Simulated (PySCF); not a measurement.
# PySCF run on SnO

Input:

```python
from pyscf import gto, dft, tdscf

mol = gto.M(
    atom='Sn 0 0 0; O 0 0 1.95',
    basis='ano-rcc-vdzp',
    charge=0,
    spin=0,
    verbose=4,
)
mf = dft.RKS(mol, xc='lda,vwn')
mf = mf.sfx2c1e()
mf.kernel()
td = tdscf.TDDFT(mf)
td.nstates = 6
td.kernel()
td.analyze()
mf.dip_moment()
print('orbital energies (hartree):', mf.mo_energy[..., max(0, mol.nelec[1]-3):mol.nelec[0]+3].round(4))
```

```bash
$ OMP_NUM_THREADS=1 python input.py
```

The log (some set-up lines and the per-cycle HOMO/LUMO lines with their warnings removed):

```
PySCF version 2.14.0

[INPUT] verbose = 4
[INPUT] num. atoms = 2
[INPUT] num. electrons = 58
[INPUT] charge = 0
[INPUT] spin (= nelec alpha-beta = 2S) = 0
[INPUT] symmetry False subgroup None
[INPUT] Mole.unit = angstrom
[INPUT] Symbol           X                Y                Z      unit          X                Y                Z       unit  Magmom
[INPUT]  1 Sn     0.000000000000   0.000000000000   0.000000000000 AA    0.000000000000   0.000000000000   0.000000000000 Bohr   0.0
[INPUT]  2 O      0.000000000000   0.000000000000   1.950000000000 AA    0.000000000000   0.000000000000   3.684965942902 Bohr   0.0

nuclear repulsion = 108.549171470769
number of shells = 7
number of NR pGTOs = 240
number of NR cGTOs = 57
basis = ano-rcc-vdzp
ecp = {}

******** <class 'pyscf.x2c.sfx2c1e.sfX2C1eRKS'> ********
method = sfX2C1eRKS
initial guess = minao
damping factor = 0
level_shift factor = 0
DIIS = <class 'pyscf.scf.diis.CDIIS'>
diis_start_cycle = 1
diis_space = 8
diis_damp = 0
SCF conv_tol = 1e-09
SCF conv_tol_grad = None
SCF max_cycles = 50
direct_scf = True
direct_scf_tol = 1e-13
XC library pyscf.dft.libxc version 7.0.0
    S. Lehtola, C. Steigemann, M. J.T. Oliveira, and M. A.L. Marques.,  SoftwareX 7, 1–5 (2018)
XC functionals = lda,vwn
    P. A. M. Dirac.,  Math. Proc. Cambridge Philos. Soc. 26, 376 (1930)
    F. Bloch.,  Z. Phys. 57, 545 (1929)
    S. H. Vosko, L. Wilk, and M. Nusair.,  Can. J. Phys. 58, 1200 (1980)
radial grids:
    Treutler-Ahlrichs [JCP 102, 346 (1995); DOI:10.1063/1.469408] (M4) radial grids

becke partition: Becke, JCP 88, 2547 (1988); DOI:10.1063/1.454033
pruning grids: <function nwchem_prune>
grids dens level: 3
symmetrized grids: False
atomic radii adjust function: <function treutler_atomic_radii_adjust>
small_rho_cutoff = 0

******** <class 'pyscf.x2c.sfx2c1e.SpinFreeX2CHelper'> ********
approx = 1e
xuncontract = 1
Set gradient conv threshold to 3.16228e-05
Initial guess from minao.
tot grids = 36040
init E= -6245.19434820187
cycle= 1 E= -6244.8254269726  delta_E= 0.369  |g|= 1.22  |ddm|= 1.81
cycle= 2 E= -6238.35334106799  delta_E= 6.47  |g|= 3.41  |ddm|= 5.22
cycle= 3 E= -6245.21101109696  delta_E= -6.86  |g|= 0.382  |ddm|= 4.92
cycle= 4 E= -6245.19279763355  delta_E= 0.0182  |g|= 0.524  |ddm|= 0.521
cycle= 5 E= -6245.24838287853  delta_E= -0.0556  |g|= 0.14  |ddm|= 0.325
cycle= 6 E= -6245.23255781643  delta_E= 0.0158  |g|= 0.274  |ddm|= 0.232
cycle= 7 E= -6245.23236831797  delta_E= 0.000189  |g|= 0.275  |ddm|= 0.00865
cycle= 8 E= -6245.23223036543  delta_E= 0.000138  |g|= 0.276  |ddm|= 0.00377
cycle= 9 E= -6245.23320548519  delta_E= -0.000975  |g|= 0.27  |ddm|= 0.00726
cycle= 10 E= -6245.24867412655  delta_E= -0.0155  |g|= 0.117  |ddm|= 0.157
cycle= 11 E= -6245.2519078398  delta_E= -0.00323  |g|= 0.0347  |ddm|= 0.0847
cycle= 12 E= -6245.25220933927  delta_E= -0.000301  |g|= 0.000774  |ddm|= 0.0333
cycle= 13 E= -6245.25220903247  delta_E= 3.07e-07  |g|= 0.00131  |ddm|= 0.00115
cycle= 14 E= -6245.25220947095  delta_E= -4.38e-07  |g|= 9.59e-05  |ddm|= 0.0012
cycle= 15 E= -6245.25220947322  delta_E= -2.28e-09  |g|= 2.44e-05  |ddm|= 0.000128
cycle= 16 E= -6245.25220947338  delta_E= -1.57e-10  |g|= 3.88e-07  |ddm|= 2.6e-05
Extra cycle  E= -6245.25220947338  delta_E=    0  |g|= 3.15e-06  |ddm|= 3.23e-06
converged SCF energy = -6245.25220947338

******** <class 'pyscf.tdscf.rks.CasidaTDDFT'> for <class 'pyscf.x2c.sfx2c1e.sfX2C1eRKS'> ********
nstates = 6 singlet
deg_eia_thresh = 1.000e-03
wfnsym = None
conv_tol = 1e-05
eigh lindep = 1e-12
eigh level_shift = 0
eigh max_cycle = 100

Excitation energies (eV)
[3.13830767 3.50751162 3.5075124  3.59539169 3.59539169 5.14423985]

** Singlet excitation energies and oscillator strengths **
Excited State   1:      3.13831 eV    395.07 nm  f=0.0000
      28 -> 30       -0.43251
      28 -> 31       -0.25088
      29 -> 30        0.25088
      29 -> 31       -0.43251
Excited State   2:      3.50751 eV    353.48 nm  f=0.0000
      28 -> 30        0.50032
      29 -> 31       -0.50032
Excited State   3:      3.50751 eV    353.48 nm  f=0.0000
      28 -> 31        0.50032
      29 -> 30        0.50032
Excited State   4:      3.59539 eV    344.84 nm  f=0.0154
      27 -> 30        0.70581
Excited State   5:      3.59539 eV    344.84 nm  f=0.0154
      27 -> 31        0.70581
Excited State   6:      5.14424 eV    241.02 nm  f=0.0158
      27 -> 32       -0.40169
      28 -> 30       -0.21194
      28 -> 31        0.36538
      29 -> 30       -0.36538
      29 -> 31       -0.21194

** Transition electric dipole moments (AU) **
state          X           Y           Z        Dip. S.      Osc.
  1        -0.0000     -0.0000      0.0000      0.0000      0.0000
  2         0.0000      0.0000      0.0000      0.0000      0.0000
  3        -0.0000      0.0000     -0.0000      0.0000      0.0000
  4         0.3655      0.2021     -0.0000      0.1745      0.0154
  5        -0.2021      0.3655      0.0000      0.1745      0.0154
  6        -0.0000      0.0000      0.3541      0.1254      0.0158

** Transition velocity dipole moments (imaginary part, AU) **
state          X           Y           Z        Dip. S.      Osc.
  1        -0.0000     -0.0000     -0.0000      0.0000      0.0000
  2         0.0000      0.0000     -0.0000      0.0000      0.0000
  3        -0.0000      0.0000     -0.0000      0.0000      0.0000
  4         0.0374      0.0207     -0.0000      0.0018      0.0092
  5        -0.0207      0.0374     -0.0000      0.0018      0.0092
  6        -0.0000      0.0000      0.0175      0.0003      0.0011

** Transition magnetic dipole moments (imaginary part, AU) **
state          X           Y           Z
  1         0.0000     -0.0000     -0.0000
  2        -0.0000      0.0000      0.0000
  3        -0.0000     -0.0000      0.0000
  4        -0.7174      1.2973      0.0000
  5        -1.2973     -0.7174      0.0000
  6         0.0000      0.0000      0.0000
Dipole moment(X, Y, Z, Debye):  0.00000, -0.00000, -4.44100
orbital energies (hartree): [-0.2455 -0.2422 -0.2422 -0.1268 -0.1268 -0.0235]
```

In short: E(SCF) = -6245.252209 Eh, μz(SCF) = -4.44 D, first singlet excitations without spin–orbit coupling 3.14, 3.51, 3.51, 3.60, 3.60 eV.

Run time: 14 s on 1 thread of Arm Neoverse V2 (shared host), peak memory 0.18 GiB.

Stability towards an unrestricted solution was not tested. The bond length is a typed value, not an optimised one.
